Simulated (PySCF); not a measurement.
How ionic is MMg along the halogens?

PBE0 in PySCF with x2c-TZVPPall on every atom, spin-free X2C, for the lowest determinant that a PBE0 search found; no spin–orbit coupling. A negative dipole means M(+)Mg(−).

| M | state (unpaired electrons) | Re (Å) | μ (D) |
| --- | --- | --- | --- |
| F | doublet (σ ↑) | 1.763 | 3.23 |
| Cl | doublet (σ ↑) | 2.209 | 3.33 |
| Br | doublet (σ ↑) | 2.364 | 3.30 |
| I | doublet (σ ↑) | 2.590 | 3.13 |

**Question.** Give the ionic character |μ|/(e·Re) of each, with 1 e·Å = 4.803 D, and the positive end.

**Answer.** MgF 38 % (Mg positive), MgCl 31 % (Mg positive), MgBr 29 % (Mg positive), MgI 25 % (Mg positive). Lone pairs and polarisation enter μ too, so this number is only a rough measure of charge transfer.

Spin–orbit coupling is left out. States were picked by a PBE0 search and need not be the measured ground states.
